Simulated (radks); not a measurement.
The nitrogen anion N-, [He] 2s2 2p4, held by a Watson sphere: a shell of charge +1 at radius R that stands for the Madelung well of a crystal (potential energy -1/R inside, -1/r outside, in hartree with lengths in bohr). Calculated with a radial shooting solver on a logarithmic mesh with Libxc functionals: scalar-relativistic Kohn-Sham, LDA (Slater exchange, VWN5 correlation), spin-polarised, spherical densities, finite nucleus; open shells are filled with parallel spins first; Fermi nuclear charge, rms radius of each element as measured or else 0.836 A^(1/3) + 0.57 fm. Response by self-consistent Sternheimer equations with the Hartree and adiabatic LDA kernel, the relativistic mass of each level held fixed and spin-orbit coupling left out. The sphere does not respond.

[
 {"R (bohr)": "1.95", "e(2s down) (eV)": "-16.629", "e(2p up) (eV)": "-7.980", "e(2p down) (eV)": "-5.715", "<r> 2p (bohr)": "1.692", "sum of <r^2> (bohr^2)": "17.96", "X-ray form factor at sin(theta)/lambda = 0.3 1/angstrom": "3.277", "alpha (bohr^3)": "13.24"},
 {"R (bohr)": "2.19", "e(2s down) (eV)": "-16.068", "e(2p up) (eV)": "-7.503", "e(2p down) (eV)": "-5.285", "<r> 2p (bohr)": "1.744", "sum of <r^2> (bohr^2)": "18.78", "X-ray form factor at sin(theta)/lambda = 0.3 1/angstrom": "3.249", "alpha (bohr^3)": "15.19"},
 {"R (bohr)": "2.4", "e(2s down) (eV)": "-15.613", "e(2p up) (eV)": "-7.107", "e(2p down) (eV)": "-4.921", "<r> 2p (bohr)": "1.788", "sum of <r^2> (bohr^2)": "19.45", "X-ray form factor at sin(theta)/lambda = 0.3 1/angstrom": "3.233", "alpha (bohr^3)": "17.10"},
 {"R (bohr)": "3.06", "e(2s down) (eV)": "-14.409", "e(2p up) (eV)": "-6.016", "e(2p down) (eV)": "-3.895", "<r> 2p (bohr)": "1.922", "sum of <r^2> (bohr^2)": "21.31", "X-ray form factor at sin(theta)/lambda = 0.3 1/angstrom": "3.214", "alpha (bohr^3)": "24.50"},
 {"R (bohr)": "3.47", "e(2s down) (eV)": "-13.811", "e(2p up) (eV)": "-5.459", "e(2p down) (eV)": "-3.356", "<r> 2p (bohr)": "2.003", "sum of <r^2> (bohr^2)": "22.32", "X-ray form factor at sin(theta)/lambda = 0.3 1/angstrom": "3.212", "alpha (bohr^3)": "30.43"},
 {"R (bohr)": "3.87", "e(2s down) (eV)": "-13.317", "e(2p up) (eV)": "-4.994", "e(2p down) (eV)": "-2.900", "<r> 2p (bohr)": "2.083", "sum of <r^2> (bohr^2)": "23.26", "X-ray form factor at sin(theta)/lambda = 0.3 1/angstrom": "3.211", "alpha (bohr^3)": "37.61"},
 {"R (bohr)": "3.93", "e(2s down) (eV)": "-13.249", "e(2p up) (eV)": "-4.930", "e(2p down) (eV)": "-2.838", "<r> 2p (bohr)": "2.096", "sum of <r^2> (bohr^2)": "23.40", "X-ray form factor at sin(theta)/lambda = 0.3 1/angstrom": "3.211", "alpha (bohr^3)": "38.84"}
]
